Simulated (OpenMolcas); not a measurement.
An atom or ion with 24 electrons was computed by MS-CASPT2, IPEA 0.25 Eh, imaginary shift 0.1 Eh with spin-orbit coupling (OpenMolcas, ANO-RCC-VQZP, DKH2). The lowest levels that the run gave, each within 12 % of the measured value where one is at hand:

```csv
J,Parity,E (cm⁻¹),g
4,even,0.0,1.501
3,even,409,1.501
2,even,695,1.501
1,even,879,1.501
0,even,969,
2,even,19790,1.500
6,even,20440,1.167
5,even,20630,1.036
4,even,20770,0.808
1,even,21060,1.500
0,even,21600,
4,even,21940,1.239
```

Problem. Which ion is it, and what are the configurations and terms?

Solution. Fe²⁺ (Z = 26, charge +2; active space 6 electrons in 10 orbitals (3d 4d)). J, parity and g give the terms where levels are pure, and mixed ones are named by the computed weights; the size of the splittings, set against known spectra of the 24-electron sequence, gives the charge. In order, with the measured energies in cm⁻¹ (Corliss and Sugar, J. Phys. Chem. Ref. Data 11, 135 (1982)): 3d⁶ ⁵D₄, 3d⁶ ⁵D₃ (436), 3d⁶ ⁵D₂ (739), 3d⁶ ⁵D₁ (932), 3d⁶ ⁵D₀ (1027), 3d⁶ ³P₂(1) (19405), 3d⁶ ³H₆ (20051), 3d⁶ ³H₅ (20301), 3d⁶ ³H₄ (20482), 3d⁶ ³P₁(1) (20688), 3d⁶ ³P₀(1) (21208), 3d⁶ ³F₄(1) (21462).

Term energies are means over components that CASPT2 splits; among the terms shown or strongly mixed into the levels shown the widest spread is 260 cm-1 (3d⁶ ³H). Active for correlation alone: 4d; no level in the range computed is led by a configuration that fills it, so any true level of that kind is missing. The CASPT2 spread within a term exceeds the gap to the next term for 3d⁶ ³P(1) and 3d⁶ ³H, so the order of their levels is uncertain. Computed and measured levels are paired by configuration, term and J; levels that our copy of the source lacks, or whose pairing is in doubt (as where it misses far off the trend of its configuration), stay unpaired and out of the deviations. Only configurations of the active space appear.

A number in round brackets counts repeated terms of one configuration in the order of the reference energies.
